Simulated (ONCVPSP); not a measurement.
# An all-electron radial function and its pseudo partner (sulfur (S))

Columns: radius, all-electron u(r) and pseudo u(r) of the 3s shell (level -17.79 eV) of sulfur in the configuration [Ne] 3s1 3p5; BLYP, scalar-relativistic, ONCV scheme, ONCVPSP 4.0.1.

| r (bohr) | all-electron | pseudo |
| --- | --- | --- |
| 0.088 | 0.1490 | 0.0465 |
| 0.175 | -0.1711 | 0.0924 |
| 0.262 | -0.3768 | 0.1391 |
| 0.350 | -0.4087 | 0.1891 |
| 0.438 | -0.3153 | 0.2440 |
| 0.525 | -0.1568 | 0.3039 |
| 0.612 | 0.0261 | 0.3684 |
| 0.700 | 0.2090 | 0.4355 |
| 0.788 | 0.3745 | 0.5017 |
| 0.875 | 0.5138 | 0.5647 |
| 0.962 | 0.6264 | 0.6253 |
| 1.050 | 0.7139 | 0.6849 |
| 1.138 | 0.7770 | 0.7417 |
| 1.225 | 0.8181 | 0.7913 |
| 1.312 | 0.8405 | 0.8275 |
| 1.400 | 0.8473 | 0.8445 |
| 1.487 | 0.8413 | 0.8412 |
| 1.575 | 0.8250 | 0.8249 |
| 1.662 | 0.8009 | 0.8009 |
| 1.750 | 0.7709 | 0.7709 |
| 1.838 | 0.7367 | 0.7367 |
| 1.925 | 0.7003 | 0.7003 |
| 2.012 | 0.6624 | 0.6624 |
| 2.100 | 0.6234 | 0.6234 |
| 2.188 | 0.5845 | 0.5845 |
| 2.275 | 0.5466 | 0.5467 |

Task: How many radial nodes do the two functions have?

Result: The all-electron 3s function has n − l − 1 = 2; the pseudo-wave has 0, since the states of the same l below it are removed with the core.

Task: At about which radius was the pseudo-wave matched?

Result: 1.50 bohr, where the columns begin to agree (steps of 0.09 bohr).

Task: Where does each function peak?

Result: Outermost all-electron maximum near 1.40 bohr, pseudo maximum near 1.40 bohr (to the table’s step).

Task: Is the pseudo-wave norm-conserving?

Result: Yes: the ONCV scheme keeps the norm inside the radius equal to the all-electron one, which fixes the energy derivative of the logarithmic derivative at the level.
